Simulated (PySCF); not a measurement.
Compound: [Ag(edt)(CN)2]2-, C₄H₂AgN₂S₂ (charge -2 and doublet state).
Geometry (PBE0-D3(BJ)/def2-SVP, Å), atoms numbered from 1 in this order:
```
atom  x, y, z in Å
Ag1   -1.2238   -1.1966    0.0694
S2     0.7173    0.4342    1.7206
C3     1.5377    1.3893    0.6077
C4     1.3318    1.5185   -0.7735
S5     0.2008    0.7589   -1.7571
H6     2.3651    2.0142    0.9923
H7     2.0284    2.2260   -1.2605
C8    -3.1205   -0.3145    0.4397
N9    -4.1853    0.1248    0.6510
C10   -0.1158   -2.9765   -0.2568
N11    0.4645   -3.9782   -0.4327
```

Level of theory: PBE0-D3(BJ)/def2-SVP geometry optimisation, gas phase, def2 core potentials past Kr in PySCF.

Take the most abundant isotopes and a rigid rotor. The values belong to one conformer.

Problem. Give the principal moments of inertia and the rotational constants in MHz.

Solution. Ia = 588.83, Ib = 835.52, Ic = 996.90 u·Å²; 505379 MHz·u·Å²/I gives A = 858.3, B = 604.9, C = 507.0 MHz.

Problem. Classify the top.

Solution. An asymmetric top: κ = (2 × 604.9 − 858.3 − 507.0)/(858.3 − 507.0) = -0.44.

Problem. What does the inertial defect say?

Solution. Not planar: Δ = Ic − Ia − Ib = -427.45 u·Å². For a rigid frame Δ = −2 Σ m c², so Σ m c² = 213.72 u·Å² lies off the ab plane: 2.64 from hydrogen and 211.09 from heavier atoms. The atom farthest from that plane is 1.77 Å away.

Problem. Give the other two planar moments, Paa and Pbb, and the rms extents of the mass along the axes.

Solution. Paa = Σ m a² = (Ib + Ic − Ia)/2 = 621.79 and Pbb = Σ m b² = (Ia + Ic − Ib)/2 = 375.11 u·Å². With the mass M = 248.87 u, the rms extents √(P/M) along a, b and c are 1.58, 1.23, 0.93 Å.

Problem. Where do the levels up to J = 2 lie, in K?

Solution. Above 0(0,0), as E/k:
J = 1: 1(0,1) 0.053, 1(1,1) 0.066, 1(1,0) 0.070
J = 2: 2(0,2) 0.159, 2(1,2) 0.168, 2(1,1) 0.182, 2(2,1) 0.218, 2(2,0) 0.219
The levels of one J sum to (2J + 1)J(J + 1)(A + B + C)/3.

Problem. Predict some low-J microwave lines.

Solution. The dipole components (about the centre of mass, as the species is charged) are |μa| = 4.23 D, |μb| = 0.35 D, |μc| = 0.00 D; the mirror of this Cs structure is the ab plane, so μc vanishes by symmetry (the 0.02 D computed is a residue) and there are no c-type lines. Intensities carry the squares of the components, which stand as 1.00 : 0.01 (a : b). Some lines, for components of 0.1 D or more:

```json
{"type": "b", "branch": "Q", "J(Ka,Kc)": "1(1,0) ← 1(0,1)", "MHz": "351", "lower level (cm⁻¹)": "0.037"}
{"type": "b", "branch": "Q", "J(Ka,Kc)": "2(1,1) ← 2(0,2)", "MHz": "473", "lower level (cm⁻¹)": "0.110"}
{"type": "b", "branch": "Q", "J(Ka,Kc)": "2(2,0) ← 2(1,1)", "MHz": "784", "lower level (cm⁻¹)": "0.126"}
{"type": "b", "branch": "Q", "J(Ka,Kc)": "2(2,1) ← 2(1,2)", "MHz": "1054", "lower level (cm⁻¹)": "0.116"}
{"type": "a", "branch": "R", "J(Ka,Kc)": "1(0,1) ← 0(0,0)", "MHz": "1112", "lower level (cm⁻¹)": "0.000"}
{"type": "b", "branch": "R", "J(Ka,Kc)": "1(1,1) ← 0(0,0)", "MHz": "1365", "lower level (cm⁻¹)": "0.000"}
{"type": "b", "branch": "R", "J(Ka,Kc)": "2(0,2) ← 1(1,1)", "MHz": "1947", "lower level (cm⁻¹)": "0.046"}
{"type": "a", "branch": "R", "J(Ka,Kc)": "2(1,2) ← 1(1,1)", "MHz": "2126", "lower level (cm⁻¹)": "0.046"}
{"type": "a", "branch": "R", "J(Ka,Kc)": "2(0,2) ← 1(0,1)", "MHz": "2200", "lower level (cm⁻¹)": "0.037"}
{"type": "a", "branch": "R", "J(Ka,Kc)": "2(1,1) ← 1(1,0)", "MHz": "2322", "lower level (cm⁻¹)": "0.049"}
{"type": "b", "branch": "R", "J(Ka,Kc)": "2(1,2) ← 1(0,1)", "MHz": "2379", "lower level (cm⁻¹)": "0.037"}
{"type": "b", "branch": "R", "J(Ka,Kc)": "2(2,1) ← 1(1,0)", "MHz": "3082", "lower level (cm⁻¹)": "0.049"}
{"type": "b", "branch": "R", "J(Ka,Kc)": "2(2,0) ← 1(1,1)", "MHz": "3203", "lower level (cm⁻¹)": "0.046"}
```

Problem. Estimate the classical rotational partition function at 10 K, 25 K and 500 K.

Solution. Point group Cs, symmetry number σ = 1; q = (√π/σ)·√((kT/h)³/(ABC)), k/h = 20836.6 MHz/K: 10400 at 10 K, 41100 at 25 K, 3670000 at 500 K.

For this open shell read J as N, the rotation without spin; fine and hyperfine splittings come on top. Stationary, but not proved a minimum. ⟨S²⟩ = 0.761 (exact for a doublet: 0.75). Whether so highly charged an anion holds all its electrons in the gas phase wasn't checked; a finite basis holds them in any case. The ion is multiply charged and computed without counter-ions or solvent. The geometry's basis has no diffuse functions, a weakness for an anion. These are rigid-rotor constants of the computed structure; measured ground-state constants (B0) also hold zero-point vibration. Quadrupole hyperfine structure (14N) is left out.

Caution for open-shell metal species: one SCF solution and one stationary point were followed, and a lower state or a bent or distorted shape isn't ruled out.
